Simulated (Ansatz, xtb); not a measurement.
BrCl2SiSn+: where a starting geometry ends

The starting geometry of this gas-phase singlet has its atoms placed at random.

```yaml
atoms:
  - { symbol: Br, position_ang: [-0.3462, 0.4195, 0.9027] }
  - { symbol: Cl, position_ang: [0.3748, 1.9930, -0.2201] }
  - { symbol: Cl, position_ang: [-0.0304, 0.0705, -0.9397] }
  - { symbol: Si, position_ang: [0.3812, -1.8212, 0.9193] }
  - { symbol: Sn, position_ang: [1.8949, 0.0187, 0.8224] }
```

**Question.** Guess where an optimisation with r2SCAN-D4/def2-SVP ends from this start.

**Answer.** It ends as a structure with Br1 bridging Sn5 and Si4, Cl3 bridging Sn5 and Si4, given below by its coordinates. Distances that change by over a tenth: Br1–Sn5 (2.28 → 3.03 Å), Cl2–Sn5 (2.70 → 2.34 Å), Cl3–Sn5 (2.61 → 2.93 Å). Contacts that open: Br1–Cl2 (2.06 → 3.87 Å), Br1–Cl3 (1.90 → 3.36 Å), Cl2–Cl3 (2.09 → 3.78 Å), Si4–Sn5 (2.38 → 3.95 Å). Contacts that close: Cl3–Si4 (2.68 → 2.16 Å).

The energy falls by 17.17 eV over 19 steps:

```csv
step,E − E(last) (eV)
1,17.172
3,6.354
5,2.549
7,0.707
9,0.265
11,0.135
13,0.038
15,0.004
17,0.000
19,0.000
```

Final geometry (Å):

```xyz
5

Br   -0.3000   -0.2241    2.0454
Cl    0.7241    2.6316   -0.3653
Cl    0.7122   -1.0833   -1.0381
Si   -0.9259   -1.6056    0.2716
Sn    2.0640    0.9620    0.5709
```

From the same start GFN2-xTB ends elsewhere, differing in Cl3–Sn5 (5.07 against 2.93 Å here).

From so rough a start the end depends on the optimiser's path, so another program may land elsewhere. No frequencies were run, so the end isn't proven a minimum. Atoms past krypton carry core potentials, without spin–orbit terms. Run with Ansatz 0.2.0, 58 s on 2 threads of Intel(R) Xeon(R) Platinum 8259CL CPU @ 2.50GHz (Skylake/Cascade Lake) (shared host).
